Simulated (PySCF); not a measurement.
Ligand exchange on a metal centre used in film growth or etching (Zn F-H). All species are isolated molecules in the gas phase.

The charge on the central atom (meta-Löwdin) from two functionals at the same geometries (BP86-D3(BJ)/def2-SVP), both in PySCF: PBE-D3(BJ)/def2-TZVP and B3LYP-D3(BJ)/def2-TZVP. B3LYP has the VWN-RPA correlation part, as in Gaussian. 

```
species                              PBE-D3(BJ)/def2-TZVP (e)
-----------------------------------  ------------------------
0 of 2 F replaced by H ([Zn(F)2])                        1.37
1 of 2 F replaced by H ([Zn(F)(H)])                      1.04
2 of 2 F replaced by H ([Zn(H)2])                        0.83
```

**Question.** What does B3LYP-D3(BJ)/def2-TZVP give for each?

**Answer.** 
- 0 of 2 F replaced by H ([Zn(F)2]): 1.43
- 1 of 2 F replaced by H ([Zn(F)(H)]): 1.09
- 2 of 2 F replaced by H ([Zn(H)2]): 0.87
Over these rows, drawn at random from the members with no instability flagged (it was tested for open shells, ions and some series alone), PBE minus B3LYP-D3(BJ): mean -0.05 e, from -0.06 e to -0.04 e.
